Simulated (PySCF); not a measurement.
## Polarisability and C₆ of H⁻ (hydrogen, charge -1)

1s2, closed-shell 1S. Computed with PySCF 2.14 in dyall-av3z (10s3p2d, 29 functions), with the spin-free X2C one-electron Hamiltonian (Gaussian nucleus). Coupled (time-dependent) response in atomic units; α is the mean over directions.

```csv
method,mean α (bohr³),C₆ (like pair),S(−4)
UHF,34.02,214.1,562.0
```

S(−4) is the Cauchy moment in α(ω) = α(0) + S(−4) ω² + …

α(iu) at UHF:

| u (hartree) | α(iu) (bohr³) |
| --- | --- |
| 0 | 34.02 |
| 0.0500 | 32.67 |
| 0.100 | 29.20 |
| 0.200 | 20.50 |
| 0.300 | 13.72 |
| 0.500 | 6.689 |
| 0.750 | 3.364 |
| 1.00 | 1.993 |
| 1.50 | 0.9278 |
| 2.00 | 0.5343 |
| 3.00 | 0.2441 |
| 5.00 | 0.09037 |

A single London oscillator, α(iu) = α/(1 + u²/ω²), gives C₆ = (3/4) ω α². Matching the computed C₆ needs ω = 4 × 214.1 / (3 × 34.02²) = 0.247 hartree.

For an ion, C₆ is the dispersion term alone; charge-induced terms of lower order in 1/R come first.
